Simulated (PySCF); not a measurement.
**Relaxation of singlet BrCl5**

These are results of PySCF, PBE0, basis Br def2-SVP, Cl def2-SVP (no relativity, density fitting), not measurements. A (50,194) grid was used.

A hand-made square pyramidal start, of C4v symmetry, held to at least that symmetry:

Coordinates in bohr (charge 0 multiplicity 1):
```
Br    0.0000    0.0000   -0.0933
Cl    0.0000    0.0000    3.9318
Cl    3.9372    0.0000   -0.9303
Cl    0.0000    3.9372   -0.9303
Cl   -3.9372    0.0000   -0.9303
Cl    0.0000   -3.9372   -0.9303
```

Task: What forces act on the atoms at the start (eV/Å)?

Result: 
| atom | Fx | Fy | Fz |
| --- | --- | --- | --- |
| Br1 | 0.00 | 0.00 | -0.97 |
| Cl2 | 0.00 | 0.00 | 2.79 |
| Cl3 | 4.10 | 0.00 | -0.46 |
| Cl4 | 0.00 | 4.10 | -0.46 |
| Cl5 | -4.10 | 0.00 | -0.46 |
| Cl6 | 0.00 | -4.10 | -0.46 |

Task: What does it relax to?

Result: It ends at C4v with Br–Cl 2.242 Å, Br–Cl 2.345 Å (×4); Cl–Br–Cl 89.9° (×4), Cl–Br–Cl 91.8° (×4), Cl–Br–Cl 176.4° (×2). A frequency run shows a minimum.

Task: How much energy is released, and in how many steps?

Result: 184.9 kJ/mol in 10 steps.
